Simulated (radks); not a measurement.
Results of a calculation; reference values are marked as such.
The thallium ion Tl32+, 49 electrons, occupied as [Kr] 4d10 4f3.

Code: a radial shooting solver on a logarithmic mesh with Libxc functionals. Model: scalar-relativistic Kohn-Sham, PBEsol, spin-polarised, spherical densities, finite nucleus; open shells are filled with parallel spins first (spin-orbit coupling, left out, can overturn this in heavy ions); Fermi nuclear charge, rms radius 5.4759 fm.

Energy parts (hartree):
total: -19706.8799
kinetic: 22246.3690
electron-nucleus: -46947.0952
Hartree: 5319.0792
exchange-correlation: -325.2329

Orbitals (lengths in bohr, moments of r in powers of bohr; <r^-3> diverges for s and p1/2; r(90%) holds 90 % of the orbital's charge):
\begin{tabular}{lrrrrrr}
orbital & occ. & eigenvalue (hartree) & <r^-3> & <r^2> & <r> & r(90%) \\ \hline
1s down & 1 & -3187.238 & - & 0.0003692 & 0.01633 & 0.0299 \\
1s up & 1 & -3187.238 & - & 0.0003692 & 0.01633 & 0.0299 \\
2s up & 1 & -603.2586 & - & 0.005611 & 0.06879 & 0.107 \\
2s down & 1 & -603.2522 & - & 0.005611 & 0.06879 & 0.107 \\
2p up & 3 & -525.1632 & 28110 & 0.004759 & 0.06237 & 0.102 \\
2p down & 3 & -525.1580 & 28120 & 0.004758 & 0.06237 & 0.102 \\
3s up & 1 & -176.9864 & - & 0.03586 & 0.1771 & 0.260 \\
3s down & 1 & -176.8364 & - & 0.03582 & 0.1770 & 0.259 \\
3p up & 3 & -154.4644 & 6544 & 0.03695 & 0.1786 & 0.267 \\
3p down & 3 & -154.3118 & 6555 & 0.03690 & 0.1784 & 0.266 \\
3d up & 5 & -131.1919 & 799.9 & 0.03053 & 0.1617 & 0.250 \\
3d down & 5 & -131.0747 & 801.3 & 0.03048 & 0.1616 & 0.250 \\
4s up & 1 & -69.67801 & - & 0.1567 & 0.3732 & 0.530 \\
4s down & 1 & -69.46500 & - & 0.1569 & 0.3735 & 0.531 \\
4p up & 3 & -61.80171 & 1864 & 0.1727 & 0.3907 & 0.560 \\
4p down & 3 & -61.60018 & 1857 & 0.1730 & 0.3911 & 0.561 \\
4d up & 5 & -52.83802 & 215.4 & 0.1797 & 0.3963 & 0.580 \\
4d down & 5 & -52.63734 & 214.4 & 0.1802 & 0.3968 & 0.581 \\
4f up & 3 & -43.49388 & 50.16 & 0.1628 & 0.3774 & 0.568 \\
4f down & 0 & -43.26305 & 50.02 & 0.1635 & 0.3781 & 0.570 \\
\end{tabular}

The highest occupied level is 4f up at -1183.5 eV. For comparison, the ionisation energy in NIST's Atomic Spectra Database is 1230 eV (theoretical). In exact Kohn-Sham theory the highest level is minus the ionisation energy, but local and semilocal functionals leave it too shallow, through self-interaction and a potential that decays too fast; potentials with the right tail come closer. The spin density at the nucleus is -26.86 e/bohr^3 (1s 0.08, 2s -6.14, 3s -54.61, 4s 33.81).
